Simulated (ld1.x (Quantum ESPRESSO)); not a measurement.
# Before and after: RRKJ potential for La

- Element: La (Z = 57)
- Generator: ld1.x (Quantum ESPRESSO) 7.5
- Type: norm-conserving RRKJ (Kleinman–Bylander form)
- Functional: PBE
- Relativity: scalar-relativistic
- Frozen core: [Kr] 4d10
- Valence charge: 11
- Reference configuration: 4f0 5s2 5p6 5d1 6s0 6p0 (charge +2)
- Partial waves: 5p (bound): rc 2.15 bohr; 5d (bound): rc 2.90 bohr; 4f (bound, empty): rc 1.85 bohr; 5s (bound): rc 2.65 bohr
- Local potential: the s channel
- Core correction: a·sin(br)/r model core, default radius (core density twice the valence density)

Change: wave 5d (bound): rc 2.90 bohr becomes 5d (bound): rc 3.56 bohr.

Cutoffs: the cutoffs (Ry, on a coarse ladder) from which the occupation-weighted sum of valence levels, in a spherical-Bessel basis at the reference potential, stays within 10 and 1 mRy of its value at 400 Ry; they do not see the model core or the augmentation charge, which bear on the density cutoff. Errors are all-electron minus pseudo energies relative to the spin-unpolarised reference configuration.

Q: What does the change do?

A: The potential gets neither clearly harder nor softer (30 Ry and 45 Ry → 30 Ry and 45 Ry); the p channel sets the loose cutoff, while the largest relative change is in d, which becomes softer; of the 6 tests that both files solve, the error grows in 1 and shrinks in 0 by more than 15 % and 0.3 meV (median size 2178.3 → 2171.3 meV); neither file shows a bound ghost at the reference potential, the only one tested.

| quantity | base | changed |
| --- | --- | --- |
| cutoff, loose | 30 Ry | 30 Ry |
| cutoff, tight | 45 Ry | 45 Ry |
| loose cutoff by channel (10 mRy a level) | p 25 Ry, d 10 Ry, s 10 Ry | p 25 Ry, d 8 Ry, s 10 Ry |
| bound ghosts | none | none |
| tests counted (converged, no solver errors) | 6 of 7 | 6 of 7 |
| error for 4f0 5s2 5p6 5d1 6s2 6p0, meV [ΔE -16.85 eV] | +2586 | +2576 |
| error for 4f0 5s2 5p6 5d1 6s1 6p0, meV [ΔE -10.89 eV] | +1770 | +1766 |
| error for 4f0 5s2 5p6 5d0 6s0 6p0, meV [ΔE 18.95 eV] | -0.9 | +26 |
| error for 4f0 5s1 5p6 5d1 6s2 6p0, meV [ΔE 27.16 eV] | +4933 | +4930 |
| error for 4f0 5s2 5p5 5d1 6s2 6p0, meV [ΔE 10.12 eV] | +4538 | +4535 |
| error for 4f1 5s2 5p6 5d0 6s1 6p0, meV [ΔE -10.62 eV] | +1480 | +1428 |

Base: The cutoffs count occupied waves only; the empty 4f level needs 60 Ry at the loose tolerance. Tests not counted: 4f1 5s2 5p6 5d0 6s2 6p0 (solver errors, printed error -1519 eV). These tests converged, but a pseudo level misses the all-electron one widely, so the file describes the atom poorly there or has found another state: 4f0 5s2 5p6 5d1 6s2 6p0: 5d by 1.0 eV (a node warning on the way); 4f0 5s2 5p6 5d0 6s0 6p0: empty 6s by 3.5 eV; 4f0 5s1 5p6 5d1 6s2 6p0: 5p by 2.3 eV; 4f0 5s2 5p5 5d1 6s2 6p0: 5p by 2.2 eV. Changed file: The cutoffs count occupied waves only; the empty 4f level needs 60 Ry at the loose tolerance. Tests not counted: 4f1 5s2 5p6 5d0 6s2 6p0 (solver errors, printed error -1519 eV). These tests converged, but a pseudo level misses the all-electron one widely, so the file describes the atom poorly there or has found another state: 4f0 5s2 5p6 5d1 6s2 6p0: 5d by 1.0 eV (a node warning on the way); 4f0 5s2 5p6 5d0 6s0 6p0: empty 6s by 3.4 eV; 4f0 5s1 5p6 5d1 6s2 6p0: 5p by 2.3 eV; 4f0 5s2 5p5 5d1 6s2 6p0: 5p by 2.2 eV.
